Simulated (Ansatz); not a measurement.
Coupled-cluster run, ClFHIn (`[F][InH][Cl]`).

```yaml
crystal:
  periodic: [false, false, false]
  atoms:
    - {symbol: F, position_ang: [-1.569221, -0.190453, 0.987750]}
    - {symbol: In, position_ang: [-0.021137, 0.130339, -0.135572]}
    - {symbol: Cl, position_ang: [1.671113, -1.313051, 0.468232]}
    - {symbol: H, position_ang: [-0.025255, 1.312765, -1.340710]}
basis:
  gaussian: {orbitals: def2-SVP}
correlation: {method: ccsd_t}
```

```sh
$ ansatz run in.yaml --threads 2 --pin off --events-out ev --progress --plain
```

Log, shortened:

```
Functional definition: HF
675 factors; integrals over basis functions are off by at most 4.2e-4 eV
mean field evaluation 1: about -20367.0067 eV, gradient 3.4e1 eV
mean field evaluation 2: about -20367.0685 eV, gradient 3.4e1 eV
mean field evaluation 4: about -20369.5818 eV, gradient 1.9e0 eV
mean field evaluation 8: about -20369.6095 eV, gradient 1.4e-1 eV
mean field -20369.60961341 eV, -748.5693462754 hartree, gradient 1.8e-6 eV, S^2 0.000000; 0 other end points of the search recorded, 0 dependent functions left out
10 core orbitals not correlated: weight in the atoms' cores, before any rotation towards them, 1.000 or more for the frozen orbitals, at most 0.000 for the correlated occupied ones
reference -20369.60961341 eV, -748.5693462754 hartree; 14, 14 occupied and 39, 39 virtual orbitals, 675 factors
second order -10.99306245 eV of doubles, -0.00000000 eV of singles
cycle   1  -11.24009632 eV  change   -2.5e-1 eV  update   9.1e-2
cycle   2  -11.49882113 eV  change   -2.6e-1 eV  update   3.0e-2
cycle   3  -11.58736111 eV  change   -8.9e-2 eV  update   1.9e-2
cycle   4  -11.58804358 eV  change   -6.8e-4 eV  update   4.8e-3
cycle   5  -11.58412297 eV  change    3.9e-3 eV  update   2.0e-3
cycle   6  -11.58380837 eV  change    3.1e-4 eV  update   6.2e-4
cycle   7  -11.58380667 eV  change    1.7e-6 eV  update   2.3e-4
cycle   8  -11.58377648 eV  change    3.0e-5 eV  update   7.2e-5
cycle   9  -11.58378727 eV  change   -1.1e-5 eV  update   2.5e-5
perturbative correction -0.22570886 eV, -0.0082946475 hartree
Total energy: -20381.41910954 eV, -749.0033372534 hartree
```

Hardware: 2 threads of a server CPU on a shared host. Wall time 0.75 s, peak host memory 0.15 GiB.

The correlation energy is -11.809 eV, 1.9 % of it from (T); the T1 diagnostic reads 0.0130.
